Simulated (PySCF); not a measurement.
# Solvent effects on NMR parameters

Bonds (- single, = double, # triple, : aromatic): C1:C2, C2:S3, S3:C4, C4-C5, C5-C6, C6-C7, C7-C8, C8-Al9, C4:C10, C10:C1, Al9-C5. C1 carries H11; C2 carries H12; C5 carries H13; C6 carries H14, H15; C7 carries H16, H17; C8 carries H18, H19; Al9 carries H20; C10 carries H21. Stereochemistry as in c1csc([C@H]2CC[CH2][AlH]2)c1. H15, H16, H19 are cis to C4 on the ring; H14, H17, H18 are trans to C4 on the ring.

GIAO PBE0/pcSseg-1 in PySCF 2.14 on one PBE0-D3(BJ)/def2-SVP conformer, non-relativistic, equivalent nuclei averaged. Solvents enter as an IEF-PCM continuum (acetonitrile with ε = 35.7, water with ε = 78.4) around the gas-phase geometry. Shifts are referred to TMS, CS2, AlH4- computed in the same medium.

In acetonitrile, δ in ppm: C4 166.1, C1 140.7, C2 125.6, C10 121.8, C6 43.5, C5 34.0, C7 31.9, C8 9.6, S3 194.1, Al9 111.4, H11 7.34, H12 6.89, H21 6.82, H20 3.92. Dipole moment 0.61 D.

Task: How does each δ change in the more polar medium?

Result: 
```json
{"atoms": "C4", "environment": "substituted aromatic carbon next to the ring sulfur", "Δδ, water": "+0.1"}
{"atoms": "C1", "environment": "aromatic CH", "Δδ, water": "0.0"}
{"atoms": "C2", "environment": "aromatic CH next to the ring sulfur", "Δδ, water": "0.0"}
{"atoms": "C10", "environment": "aromatic CH", "Δδ, water": "0.0"}
{"atoms": "C6", "environment": "sp3 CH2 in a ring", "Δδ, water": "0.0"}
{"atoms": "C5", "environment": "sp3 CH bonded to Al, on an aromatic ring", "Δδ, water": "0.0"}
{"atoms": "C7", "environment": "sp3 CH2 in a ring", "Δδ, water": "0.0"}
{"atoms": "C8", "environment": "sp3 CH2 bonded to Al", "Δδ, water": "0.0"}
{"atoms": "S3", "environment": "aromatic ring sulfur", "Δδ, water": "0.0"}
{"atoms": "Al9", "environment": "aluminium bonded to 2 C, H, in a 5-membered ring", "Δδ, water": "-0.3"}
{"atoms": "H11", "environment": "hydrogen on an aromatic CH", "Δδ, water": "+0.01"}
{"atoms": "H12", "environment": "hydrogen on an aromatic CH next to the ring sulfur", "Δδ, water": "+0.01"}
{"atoms": "H21", "environment": "hydrogen on an aromatic CH", "Δδ, water": "0.00"}
{"atoms": "H20", "environment": "hydrogen on an aluminium bonded to 2 C, in a 5-membered ring", "Δδ, water": "-0.01"}
```

Changes are relative to acetonitrile. The dipole moment becomes 0.61 D in water.

Task: Which nuclei move most (in ppm), and what does the model miss?

Result: Al9 (aluminium bonded to 2 C, H, in a 5-membered ring, -0.3 ppm) in water. A continuum only polarises the solute; specific hydrogen bonds, the anisotropy of aromatic solvents and changes of geometry or conformer are outside it.
